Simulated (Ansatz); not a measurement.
`C[B]([GaH2])[TeH]` + `[OH][SbH2]` → `[GaH2][O][SbH2]` + `CB[TeH]` at 700 K and 1 bar (cleavage of the Ga–B bond).

Computed with Ansatz on PBE0-D4/def2-TZVP structures; ΔE is electronic, products minus reactants. CCSD(T)/CBS is the MP2 limit (def2-TZVPP, def2-QZVPP) plus CCSD(T) − MP2 in def2-TZVPP, frozen cores. Elements past krypton have def2 core potentials. For Ga, Sb, Te outer-core shells are correlated without core-valence functions, which leaves a few kJ/mol of doubt a bond. Scalar relativity is left out up to krypton.

```tsv
species	CCSD(T)/CBS energy (Eh)	H − E (kJ/mol)	S (J/(mol·K))
`C[B]([GaH2])[TeH]`	-2258.11451	240.6	510.7
`[OH][SbH2]`	-316.98030	111.4	336.4
`[GaH2][O][SbH2]`	-2241.53579	143.0	440.2
`CB[TeH]`	-333.59211	203.9	394.8
```

H − E and S are ideal-gas, rigid-rotor, harmonic terms from PBE0-D4/def2-TZVP, for one conformer and one mirror image of each species. 1 Eh = 2625.50 kJ/mol, R = 8.31446 J/(mol·K).

Question: By hand: ΔE, ΔH, ΔS and ΔG.

Answer: ΔE = (-2241.53579) + (-333.59211) − (-2258.11451) − (-316.98030) = -0.03309 Eh = -86.9 kJ/mol. Δ(H − E) = 143.0 + 203.9 − 240.6 − 111.4 = -5.1, so ΔH = -92.0 kJ/mol. ΔS = 440.2 + 394.8 − 510.7 − 336.4 = -12.1 J/(mol·K). ΔG = -92.0 − 700 × (-12.1)/1000 = -83.5 kJ/mol.

Question: By hand: the equilibrium constant, and the temperature at which ΔG would vanish if ΔH and ΔS stayed fixed.

Answer: log₁₀ K = −ΔG/(RT ln 10) = 6.2. ΔG = 0 at ΔH/ΔS = 7603 K, far beyond where these terms or the molecules hold.

The number of gas molecules stays the same, so ΔS is small and ΔH decides. A doubt of 5 kJ/mol in ΔE shifts log₁₀ K by 0.4 here. Other conformers and mirror images would add mixing entropy, several J/(mol·K) or more a flexible species. Modes under 60 cm⁻¹, often nearly free rotors, make the harmonic entropy too high. These are equilibria of isolated gas molecules and say nothing of rates. Largest T1 diagnostic: 0.016 (customary marks: 0.02 for closed shells, 0.045 for open ones).
